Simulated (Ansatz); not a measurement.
A short molecular-dynamics run on CH$_{4}$Cl$_{2}$O$_{2}$Si (`OC(O)(Cl)[SiH2]Cl`).

```yaml
crystal:
  periodic: [false, false, false]
  atoms:
    - {symbol: O, position_ang: [-1.094978, 1.014950, 0.657450]}
    - {symbol: C, position_ang: [-0.369043, -0.134464, 0.502003]}
    - {symbol: O, position_ang: [-1.138691, -1.194595, 0.047244]}
    - {symbol: Cl, position_ang: [0.294489, -0.698007, 2.101942]}
    - {symbol: Si, position_ang: [1.192821, 0.215400, -0.536938]}
    - {symbol: Cl, position_ang: [0.528667, 0.476332, -2.470526]}
    - {symbol: H, position_ang: [-1.894828, 0.803497, 1.158994]}
    - {symbol: H, position_ang: [-1.367411, -1.006598, -0.873006]}
    - {symbol: H, position_ang: [1.865928, 1.445690, -0.075514]}
    - {symbol: H, position_ang: [2.066147, -0.973307, -0.508750]}
basis:
  gaussian: {orbitals: "6-31G*"}
hamiltonian: {xc: {name: revPBE}}
md: {timestep: 1 fs, n_steps: 20, ensemble: nvt_nose_hoover, temperature: 700, initial_velocities: maxwell_boltzmann, seed: 995}
```

```sh
$ ansatz run in.yaml --threads 4 --pin off --events-out ev --progress --plain --max-ram 10444MiB
```

| step | time (fs) | potential energy (eV) | kinetic (eV) | T (K) | conserved (eV) |
| --- | --- | --- | --- | --- | --- |
| 0 | 0.0 | -38110.5365 | 0.7239 | 700 | -38109.8127 |
| 1 | 1.0 | -38110.5394 | 0.7252 | 701 | -38109.8142 |
| 2 | 2.0 | -38110.4509 | 0.6411 | 620 | -38109.8099 |
| 3 | 3.0 | -38110.3344 | 0.5289 | 511 | -38109.8055 |
| 4 | 4.0 | -38110.2560 | 0.4511 | 436 | -38109.8050 |
| 5 | 5.0 | -38110.2239 | 0.4159 | 402 | -38109.8082 |
| 6 | 6.0 | -38110.1909 | 0.3805 | 368 | -38109.8106 |
| 7 | 7.0 | -38110.1264 | 0.3203 | 310 | -38109.8065 |
| 8 | 8.0 | -38110.0911 | 0.2891 | 280 | -38109.8025 |
| 9 | 9.0 | -38110.1362 | 0.3289 | 318 | -38109.8080 |
| 10 | 10.0 | -38110.1893 | 0.3782 | 366 | -38109.8120 |
| 11 | 11.0 | -38110.1912 | 0.3834 | 371 | -38109.8090 |
| 12 | 12.0 | -38110.1817 | 0.3779 | 365 | -38109.8053 |
| 13 | 13.0 | -38110.2164 | 0.4127 | 399 | -38109.8056 |
| 14 | 14.0 | -38110.2905 | 0.4829 | 467 | -38109.8100 |
| 15 | 15.0 | -38110.3377 | 0.5263 | 509 | -38109.8143 |
| 16 | 16.0 | -38110.2953 | 0.4865 | 470 | -38109.8124 |
| 17 | 17.0 | -38110.1942 | 0.3929 | 380 | -38109.8054 |
| 18 | 18.0 | -38110.1306 | 0.3302 | 319 | -38109.8050 |
| 19 | 19.0 | -38110.1142 | 0.3100 | 300 | -38109.8092 |
| 20 | 20.0 | -38110.0879 | 0.2845 | 275 | -38109.8089 |

Velocities are drawn at the set temperature; a run this short doesn't reach equilibrium.

Frames (Å, forces in eV/Å):

```xyz
10
time=0.0 fs
O    -1.095    1.015    0.657    0.282    1.149   -0.396
C    -0.369   -0.134    0.502    0.180    0.131   -0.251
O    -1.139   -1.195    0.047   -0.343   -1.074    0.494
Cl    0.294   -0.698    2.102    0.346   -0.358    0.885
Si    1.193    0.215   -0.537    0.216    0.056    0.222
Cl    0.529    0.476   -2.471   -0.153    0.106   -0.698
H    -1.895    0.803    1.159   -0.704   -0.253    0.417
H    -1.367   -1.007   -0.873   -0.198    0.220   -0.749
H     1.866    1.446   -0.076    0.182    0.249    0.074
H     2.066   -0.973   -0.509    0.192   -0.225    0.001
10
time=1.0 fs
O    -1.098    1.023    0.648   -0.222    0.485    0.219
C    -0.357   -0.140    0.505   -0.521    0.428   -0.550
O    -1.139   -1.196    0.044   -0.522   -1.047   -0.241
Cl    0.296   -0.698    2.102    0.288   -0.360    0.855
Si    1.193    0.216   -0.529    0.433   -0.400   -0.092
Cl    0.527    0.477   -2.473   -0.087    0.114   -0.516
H    -1.889    0.797    1.198    0.110    0.011   -0.155
H    -1.416   -1.038   -0.895    0.285    0.282    0.384
H     1.855    1.445   -0.058    0.258    0.278    0.076
H     2.056   -1.012   -0.517   -0.022    0.209    0.021
10
time=2.0 fs
O    -1.101    1.031    0.639   -0.598   -0.127    0.829
C    -0.346   -0.145    0.507   -1.175    0.670   -0.801
O    -1.140   -1.197    0.040   -0.691   -1.059   -0.768
Cl    0.298   -0.699    2.103    0.234   -0.358    0.823
Si    1.193    0.217   -0.522    0.643   -0.743   -0.392
Cl    0.524    0.478   -2.475   -0.023    0.122   -0.340
H    -1.883    0.791    1.236    0.755    0.265   -0.710
H    -1.462   -1.066   -0.912    0.742    0.392    1.254
H     1.846    1.447   -0.040    0.298    0.251    0.056
H     2.046   -1.049   -0.525   -0.184    0.587    0.049
10
time=3.0 fs
O    -1.104    1.038    0.630   -0.669   -0.615    1.240
C    -0.336   -0.149    0.509   -1.752    0.841   -0.994
O    -1.141   -1.199    0.036   -0.722   -1.091   -0.855
Cl    0.299   -0.699    2.104    0.182   -0.349    0.785
Si    1.193    0.218   -0.514    0.821   -0.935   -0.665
Cl    0.522    0.478   -2.478    0.040    0.130   -0.171
H    -1.869    0.787    1.267    1.040    0.441   -1.057
H    -1.501   -1.090   -0.918    1.038    0.543    1.621
H     1.840    1.451   -0.021    0.299    0.168    0.016
H     2.034   -1.080   -0.533   -0.276    0.867    0.080
10
time=4.0 fs
O    -1.108    1.046    0.622   -0.430   -0.953    1.369
C    -0.327   -0.153    0.510   -2.237    0.936   -1.132
O    -1.143   -1.202    0.031   -0.549   -1.108   -0.472
Cl    0.301   -0.700    2.105    0.132   -0.330    0.741
Si    1.194    0.218   -0.507    0.954   -0.976   -0.905
Cl    0.520    0.479   -2.481    0.099    0.136   -0.011
H    -1.845    0.788    1.287    0.953    0.513   -1.116
H    -1.531   -1.110   -0.909    1.103    0.705    1.456
H     1.837    1.457   -0.002    0.269    0.044   -0.041
H     2.019   -1.103   -0.540   -0.295    1.031    0.109
10
time=5.0 fs
O    -1.112    1.053    0.615    0.096   -1.130    1.167
C    -0.320   -0.156    0.510   -2.627    0.961   -1.214
O    -1.145   -1.206    0.026   -0.123   -1.100    0.385
Cl    0.303   -0.701    2.106    0.084   -0.301    0.689
Si    1.195    0.218   -0.500    1.028   -0.886   -1.111
Cl    0.518    0.480   -2.483    0.154    0.141    0.138
H    -1.812    0.793    1.297    0.525    0.469   -0.840
H    -1.549   -1.122   -0.885    0.888    0.867    0.757
H     1.836    1.463    0.016    0.221   -0.098   -0.104
H     2.001   -1.116   -0.546   -0.246    1.077    0.134
10
time=6.0 fs
O    -1.116    1.059    0.608    0.853   -1.152    0.623
C    -0.316   -0.158    0.509   -2.918    0.936   -1.241
O    -1.147   -1.210    0.022    0.552   -1.080    1.637
Cl    0.305   -0.702    2.108    0.038   -0.265    0.627
Si    1.196    0.217   -0.493    1.029   -0.687   -1.283
Cl    0.516    0.480   -2.486    0.204    0.144    0.272
H    -1.774    0.803    1.299   -0.177    0.308   -0.225
H    -1.559   -1.126   -0.854    0.389    1.027   -0.396
H     1.838    1.468    0.034    0.166   -0.233   -0.166
H     1.981   -1.119   -0.550   -0.135    1.001    0.151
10
time=7.0 fs
O    -1.119    1.065    0.602    1.642   -1.084   -0.106
C    -0.313   -0.159    0.507   -3.103    0.889   -1.211
O    -1.149   -1.215    0.018    1.267   -1.058    2.842
Cl    0.307   -0.703    2.110   -0.007   -0.223    0.556
Si    1.198    0.217   -0.487    0.942   -0.400   -1.420
Cl    0.514    0.481   -2.489    0.249    0.147    0.392
H    -1.738    0.816    1.299   -0.943    0.094    0.565
H    -1.565   -1.121   -0.827   -0.200    1.173   -1.558
H     1.841    1.472    0.050    0.118   -0.340   -0.217
H     1.960   -1.112   -0.553    0.035    0.801    0.157
10
time=8.0 fs
O    -1.121    1.070    0.596    2.080   -1.079   -0.576
C    -0.313   -0.160    0.504   -3.174    0.848   -1.123
O    -1.149   -1.220    0.016    1.561   -0.979    3.164
Cl    0.309   -0.704    2.111   -0.049   -0.178    0.477
Si    1.200    0.216   -0.482    0.760   -0.041   -1.520
Cl    0.512    0.482   -2.491    0.290    0.149    0.493
H    -1.710    0.829    1.305   -1.376   -0.022    1.080
H    -1.574   -1.104   -0.815   -0.436    1.222   -1.894
H     1.845    1.471    0.063    0.086   -0.402   -0.252
H     1.939   -1.097   -0.555    0.258    0.482    0.151
10
time=9.0 fs
O    -1.123    1.074    0.589    1.890   -1.252   -0.369
C    -0.315   -0.160    0.501   -3.130    0.821   -0.979
O    -1.149   -1.226    0.016    1.208   -0.727    2.280
Cl    0.310   -0.705    2.113   -0.085   -0.132    0.396
Si    1.202    0.215   -0.477    0.491    0.354   -1.584
Cl    0.510    0.483   -2.493    0.326    0.149    0.576
H    -1.696    0.843    1.320   -1.194    0.072    0.894
H    -1.586   -1.075   -0.821   -0.096    1.054   -1.077
H     1.850    1.467    0.075    0.074   -0.411   -0.267
H     1.921   -1.078   -0.555    0.515    0.071    0.131
10
time=10.0 fs
O    -1.123    1.077    0.582    1.267   -1.522    0.382
C    -0.321   -0.159    0.496   -2.979    0.793   -0.788
O    -1.149   -1.233    0.017    0.546   -0.285    0.887
Cl    0.312   -0.706    2.116   -0.116   -0.086    0.314
Si    1.204    0.214   -0.472    0.171    0.719   -1.622
Cl    0.508    0.484   -2.496    0.358    0.149    0.644
H    -1.694    0.857    1.344   -0.588    0.290    0.139
H    -1.599   -1.037   -0.838    0.491    0.672    0.202
H     1.856    1.459    0.084    0.083   -0.364   -0.260
H     1.907   -1.058   -0.554    0.768   -0.367    0.102
10
time=11.0 fs
O    -1.122    1.080    0.576    0.614   -1.725    1.180
C    -0.328   -0.158    0.491   -2.728    0.740   -0.559
O    -1.148   -1.240    0.019   -0.015    0.246   -0.267
Cl    0.314   -0.707    2.118   -0.143   -0.036    0.236
Si    1.207    0.214   -0.468   -0.142    0.955   -1.649
Cl    0.506    0.485   -2.498    0.387    0.148    0.700
H    -1.697    0.874    1.370    0.032    0.462   -0.683
H    -1.608   -0.992   -0.852    0.925    0.202    1.197
H     1.862    1.448    0.090    0.111   -0.266   -0.230
H     1.901   -1.042   -0.552    0.960   -0.726    0.074
10
time=12.0 fs
O    -1.121    1.082    0.570    0.160   -1.784    1.686
C    -0.338   -0.156    0.485   -2.375    0.650   -0.301
O    -1.147   -1.246    0.021   -0.331    0.758   -0.933
Cl    0.316   -0.708    2.120   -0.166    0.019    0.163
Si    1.209    0.214   -0.465   -0.379    0.959   -1.677
Cl    0.505    0.486   -2.499    0.414    0.145    0.748
H    -1.699    0.895    1.389    0.430    0.510   -1.225
H    -1.608   -0.945   -0.855    1.068   -0.237    1.664
H     1.870    1.434    0.094    0.151   -0.127   -0.182
H     1.904   -1.032   -0.549    1.028   -0.894    0.056
10
time=13.0 fs
O    -1.119    1.082    0.565   -0.044   -1.701    1.795
C    -0.349   -0.154    0.479   -1.914    0.523   -0.017
O    -1.146   -1.252    0.022   -0.406    1.169   -1.122
Cl    0.317   -0.709    2.122   -0.188    0.078    0.097
Si    1.212    0.214   -0.462   -0.494    0.693   -1.709
Cl    0.503    0.487   -2.501    0.439    0.142    0.788
H    -1.698    0.922    1.396    0.550    0.443   -1.379
H    -1.597   -0.900   -0.842    0.922   -0.569    1.613
H     1.879    1.419    0.097    0.196    0.034   -0.122
H     1.917   -1.031   -0.546    0.940   -0.811    0.055
10
time=14.0 fs
O    -1.118    1.081    0.561   -0.003   -1.507    1.491
C    -0.362   -0.151    0.473   -1.348    0.367    0.294
O    -1.145   -1.258    0.022   -0.266    1.399   -0.867
Cl    0.319   -0.710    2.125   -0.207    0.139    0.042
Si    1.214    0.214   -0.459   -0.486    0.219   -1.737
Cl    0.502    0.488   -2.502    0.462    0.138    0.822
H    -1.691    0.952    1.390    0.396    0.295   -1.125
H    -1.578   -0.860   -0.813    0.506   -0.724    1.076
H     1.890    1.404    0.098    0.233    0.189   -0.062
H     1.939   -1.038   -0.542    0.714   -0.516    0.067
10
time=15.0 fs
O    -1.117    1.080    0.559    0.269   -1.245    0.797
C    -0.376   -0.148    0.468   -0.692    0.200    0.626
O    -1.145   -1.262    0.022    0.057    1.368   -0.211
Cl    0.321   -0.711    2.127   -0.224    0.198   -0.001
Si    1.216    0.215   -0.458   -0.391   -0.324   -1.743
Cl    0.500    0.489   -2.503    0.485    0.133    0.849
H    -1.681    0.986    1.373   -0.016    0.112   -0.486
H    -1.554   -0.828   -0.775   -0.142   -0.636    0.103
H     1.903    1.391    0.098    0.246    0.309   -0.017
H     1.968   -1.050   -0.538    0.408   -0.114    0.083
10
time=16.0 fs
O    -1.116    1.078    0.556    0.679   -0.968   -0.129
C    -0.391   -0.145    0.462    0.019    0.036    0.959
O    -1.144   -1.266    0.022    0.443    1.098    0.630
Cl    0.322   -0.712    2.129   -0.238    0.251   -0.033
Si    1.218    0.215   -0.457   -0.252   -0.801   -1.710
Cl    0.499    0.491   -2.504    0.506    0.127    0.869
H    -1.670    1.020    1.352   -0.584   -0.051    0.381
H    -1.531   -0.802   -0.735   -0.886   -0.343   -1.064
H     1.919    1.381    0.099    0.224    0.369    0.003
H     2.000   -1.063   -0.533    0.089    0.282    0.093
10
time=17.0 fs
O    -1.114    1.075    0.554    0.949   -0.713   -0.857
C    -0.406   -0.141    0.458    0.724   -0.122    1.246
O    -1.144   -1.269    0.022    0.628    0.872    1.139
Cl    0.324   -0.713    2.131   -0.250    0.292   -0.053
Si    1.219    0.215   -0.456   -0.105   -1.126   -1.627
Cl    0.498    0.492   -2.505    0.524    0.120    0.880
H    -1.665    1.054    1.334   -1.020   -0.148    1.050
H    -1.517   -0.778   -0.705   -1.417   -0.132   -1.862
H     1.937    1.374    0.099    0.160    0.360   -0.010
H     2.034   -1.073   -0.526   -0.194    0.598    0.093
10
time=18.0 fs
O    -1.112    1.072    0.551    0.750   -0.442   -0.908
C    -0.420   -0.138    0.454    1.356   -0.288    1.433
O    -1.142   -1.271    0.023    0.388    1.050    0.876
Cl    0.325   -0.714    2.134   -0.261    0.319   -0.065
Si    1.221    0.215   -0.456    0.027   -1.273   -1.497
Cl    0.497    0.493   -2.506    0.538    0.111    0.881
H    -1.670    1.087    1.327   -0.991   -0.211    1.048
H    -1.516   -0.757   -0.694   -1.456   -0.356   -1.797
H     1.956    1.371    0.100    0.060    0.291   -0.052
H     2.066   -1.078   -0.519   -0.412    0.799    0.081
10
time=19.0 fs
O    -1.109    1.068    0.547    0.090   -0.085   -0.306
C    -0.433   -0.135    0.452    1.871   -0.470    1.490
O    -1.141   -1.273    0.024   -0.182    1.575    0.041
Cl    0.326   -0.715    2.136   -0.273    0.330   -0.072
Si    1.223    0.214   -0.457    0.126   -1.255   -1.334
Cl    0.497    0.494   -2.506    0.547    0.100    0.873
H    -1.685    1.118    1.329   -0.497   -0.315    0.403
H    -1.529   -0.738   -0.699   -1.063   -0.946   -1.040
H     1.976    1.371    0.100   -0.064    0.184   -0.112
H     2.093   -1.075   -0.512   -0.556    0.881    0.058
10
time=20.0 fs
O    -1.106    1.065    0.544   -0.684    0.345    0.460
C    -0.445   -0.133    0.451    2.264   -0.651    1.430
O    -1.140   -1.274    0.025   -0.799    2.065   -0.820
Cl    0.328   -0.715    2.138   -0.290    0.330   -0.080
Si    1.224    0.213   -0.458    0.173   -1.103   -1.161
Cl    0.496    0.496   -2.506    0.554    0.086    0.860
H    -1.704    1.145    1.335    0.124   -0.473   -0.391
H    -1.553   -0.729   -0.714   -0.524   -1.511   -0.150
H     1.995    1.372    0.099   -0.194    0.066   -0.177
H     2.116   -1.063   -0.503   -0.622    0.845    0.028
```

It took 32 s on 4 threads of an Arm Neoverse V2 on a shared host, with 0.48 GiB of host memory at the peak.
